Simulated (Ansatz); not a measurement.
Species: GaH, charge 0, triplet. This triplet is an excited state, 2.0 eV above the singlet at CCSD(T)/cc-pV5Z (Ansatz, an electronic-structure program). GaH (SMILES [GaH], triplet).
B3LYP-D3(BJ)/def2-TZVP minimum from Ansatz:
```
Ga
H 1 1.6249
```
Charge 0, spin multiplicity 3.

Total energies in cc-pVQZ, 4 correlated electrons, 14 frozen orbitals. Radicals and triplets start from unrestricted determinants; spin-orbit coupling is neglected. Correlated methods leave the cores frozen (noble-gas shells, and filled d and f shells in the p block). No relativity. The spin of HGa ([GaH], triplet) was assumed, and the state is the lowest solution found for it.

| method | program | energy (Eh) | minus CCSDT(Q) (mEh) |
|---|---|---|---|
| HF | Ansatz | -1923.78913 | 59.44 |
| MP2 | Ansatz | -1923.83347 | 15.11 |
| CCSD | Ansatz | -1923.84658 | 2.00 |
| CCSD(T) | Ansatz | -1923.84809 | 0.49 |
| CCSDT(Q) | Ansatz | -1923.84858 | 0.00 |

Rough core times of Ansatz's runs on a shared machine: CCSD(T) under 20 s, CCSDT(Q) 30 s.
